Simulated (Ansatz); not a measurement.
CH4BClSn, 8 atoms. The species carries charge 0 and has multiplicity 1. Correlated methods include outer-core shells of Sn, which these sets cover unevenly. Sn: def2 effective core potential. The bonds changed during the relaxation, so this is another structure than the one it started from. All runs use 2 threads of an Arm Neoverse V1 on a shared host. Correlated methods freeze the cores.

Task: How many basis functions does each run have, and how long does it take in Ansatz? RHF-MP2/def2-QZVPP energy; RKS r2SCAN0-D4/def2-TZVPP energy; RHF-CCSD(T)/def2-SVP energy; RKS ωB97M-V/def2-SVP energy; RKS PBE0-D4/def2-TZVP frequencies; RKS HSE06 (plane-wave form)-D4/def2-TZVPP energy; RHF-CCSD(T)/def2-TZVPP energy; RKS ωB97M-V/def2-QZVPP energy; direct RPA on PBE orbitals/def2-TZVPP energy; RKS PBE0-D4/def2-TZVP relaxation (10 steps); RKS PBE0-D4/def2-SVP energy; RKS PBE0-D4/def2-TZVPP energy. (Best estimate.)

Result: Computed: Other jobs shared the machine, so times are rough.

| level | job | functions | wall time | peak host memory (GiB) |
| --- | --- | --- | --- | --- |
| RKS PBE0-D4/def2-SVP | energy | 92 | 2 s | 0.39 |
| RKS HSE06 (plane-wave form)-D4/def2-TZVPP | energy | 210 | 4.7 s | 0.52 |
| RKS PBE0-D4/def2-TZVPP | energy | 210 | 4.7 s | 0.5 |
| RHF-CCSD(T)/def2-SVP | energy | 92 | 6.5 s | 0.39 |
| RKS r2SCAN0-D4/def2-TZVPP | energy | 210 | 8 s | 0.52 |
| RKS ωB97M-V/def2-SVP | energy | 92 | 9 s | 0.39 |
| direct RPA on PBE orbitals/def2-TZVPP | energy | 210 | 10 s | 0.54 |
| RHF-MP2/def2-QZVPP | energy | 386 | 28 s | 1.9 |
| RKS ωB97M-V/def2-QZVPP | energy | 386 | 32 s | 1.4 |
| RKS PBE0-D4/def2-TZVP | relaxation (10 steps) | 173 | 58 s | 0.44 |
| RHF-CCSD(T)/def2-TZVPP | energy | 210 | 2.7 min | 3.1 |
| RKS PBE0-D4/def2-TZVP | frequencies | 173 | 3.2 min | 0.43 |
